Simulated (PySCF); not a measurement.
**Structure elucidation problem**

An unknown has the formula C$_{9}$H$_{14}$F$_{2}$. Its calculated NMR data are:

¹H NMR (400 MHz, computed): δ 4.45 (m, 1H), 4.12 (m, 1H), 2.16 (m, 1H), 2.15 (m, 1H), 1.88 (m, 1H), 1.85 (m, 1H), 1.82 (m, 1H), 1.75 (m, 1H), 1.67 (m, 1H), 1.65 (m, 1H), 1.63 (m, 1H), 1.38 (m, 1H), 1.36 (m, 1H), 1.32 (m, 1H).

¹³C{¹H} NMR (computed): δ 91.7 (CH, dd, J = 235.0, 8.1 Hz), 90.7 (CH, dd, J = 236.4, 8.1 Hz), 40.4 (CH, dd, J = 18.6, 17.2 Hz), 33.9 (CH, d, J = 16.6 Hz), 31.0 (CH2, d, J = 19.6 Hz), 27.7 (CH2, dd, J = 9.9, 6.2 Hz), 27.2 (CH2, d, J = 2.7 Hz), 23.9 (CH2), 20.9 (CH2, dd, J = 3.5, 1.9 Hz).

Theoretical values (PySCF 2.14.0 with density-fitted response routines): J couplings at B3LYP/pcJ-1 (spin–dipole term only in couplings to heteroatoms), geometry from PBE0-D3(BJ)/def2-SVP, GIAO B97-2/pcSseg-1 shieldings. One computed conformer, no solvent model, non-relativistic Hamiltonian.

Shifts are taken against calculated references (same method and geometry level): TMS for ¹H and ¹³C.

Q: What is the structure?

A: 
Rings plus π bonds: 2 (2 rings in the answer). 9 carbon signals for 9 carbons: no two carbons are equivalent. Carbon types of the structure: 4 × CH, 5 × CH2, which accounts for all hydrogens. δC 91.7, 90.7: sp3 CH bonded to F; pulled downfield by the heteroatom. δC 40.4, 33.9: sp3 CH in a ring; saturated and bonded to C and H only. δC 31.0, 27.7, 27.2, 23.9, 20.9: sp3 CH2 in a ring; aliphatic region, no heteroatom directly attached. δH 4.45, 4.12: hydrogen on an sp3 CH bonded to F; its carbon carries F, an electronegative neighbour. δH 2.16, 1.88, 1.85, 1.82, 1.75, 1.67, 1.63, 1.38, 1.36, 1.32: hydrogen on an sp3 CH2 in a ring. δH 2.15, 1.65: hydrogen on an sp3 CH in a ring.

The compound is `C1[C@@H]2[C@@H](F)[C@@H](CCC2)[C@@H](F)C1`.

The shifts were computed for this structure. Such data don't tell enantiomers apart.

C–F couplings over four or more bonds (about 3 Hz to the para carbon of a fluoroarene) are left out. Common functionals overestimate the size of one-bond C–F couplings by tens of Hz; these are unscaled. Multiplet labels drop couplings under 1 Hz and merge nearly equal ones. Unscaled 3J(H,H) at this level run about 10 % above measured values. Shifts are as computed. Against solution values, carbons near 30 ppm lie about +1 ppm off and those near 130 ppm about +2 ppm (rms about the fit 1.9 ppm; single classes can miss by 10 ppm). Of 1328 compounds with measured shifts, 309 miss one by over three times the rms of a fit or turn the order of signals round; such compounds aren't used in these exercises. Signals without a measured value on file couldn't be tested in this way.
